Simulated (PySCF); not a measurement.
**Deuteron quadrupole couplings in `C=Cc1oc(C=O)c(C)p1`**

C₇H₇O₂P.
Cartesian coordinates in Å at the GFN2-xTB level; atoms count from 1:
```
atom  x, y, z in Å
C1     2.651    1.246    1.891
C2     2.365    0.073    1.327
C3     1.169   -0.198    0.575
O4     0.265    0.773    0.412
C5    -0.793    0.356   -0.314
C6    -1.848    1.315   -0.564
O7    -2.856    1.098   -1.194
C8    -0.727   -0.960   -0.733
C9    -1.777   -1.630   -1.543
P10    0.766   -1.716   -0.172
H11    3.560    1.398    2.444
H12    1.980    2.084    1.811
H13    3.041   -0.767    1.408
H14   -1.645    2.304   -0.111
H15   -1.926   -1.095   -2.480
H16   -2.729   -1.608   -1.013
H17   -1.502   -2.661   -1.753
```

Level: PBE0/pcSseg-1 (PySCF, non-relativistic); Q(2H) = 0.00286 b; rigid geometry, the same for H and D, with no vibrational averaging.

Question: Rank these positions by the coupling χzz of a deuteron there, largest first.
A. H17 (methyl hydrogen)
B. H14 (formyl hydrogen)
C. H13 (vinylic hydrogen)
D. H12 (vinylic hydrogen)

Answer: D (224 kHz), C (216 kHz), A (209 kHz), B (182 kHz).

Tabulate Vzz, the asymmetry η and χzz = 234.96 MHz × Q × Vzz for every hydrogen position.

| atom | bonded to | bond length (Å) | Vzz (au) | η | χzz (kHz) |
| --- | --- | --- | --- | --- | --- |
| H11 | C1 | 1.075 | 0.3390 | 0.04 | 228 |
| H12 | C1 | 1.076 | 0.3335 | 0.04 | 224 |
| H13 | C2 | 1.081 | 0.3210 | 0.08 | 216 |
| H14 | C6 | 1.106 | 0.2702 | 0.03 | 182 |
| H15 | C9 | 1.090 | 0.3083 | 0.04 | 207 |
| H16 | C9 | 1.090 | 0.3082 | 0.04 | 207 |
| H17 | C9 | 1.088 | 0.3112 | 0.04 | 209 |

How does χzz go with the bond length over the 7 C–H bonds?

A straight-line fit has a slope of -14.2 kHz for each 0.01 Å, with a correlation coefficient of -1.00, over lengths from 1.075 to 1.106 Å. The longer bonds have the smaller couplings here.

A static deuteron (I = 1) shows a doublet split by (3/2)χ, (3/4)χ(1 + η) and (3/4)χ(1 − η) with the field along z, y and x of the gradient. What are these for H13?

With |χ| = 215.7 kHz and η = 0.082: 324, 175 and 148 kHz, to first order and without motion.

The structure is a single GFN2-xTB conformer in the gas phase; no vibrational or solvent corrections. GFN2-xTB bond lengths can be off by several hundredths of an ångström, more for odd bonds, and the gradients follow them. A larger basis could move these couplings by a tenth or more.
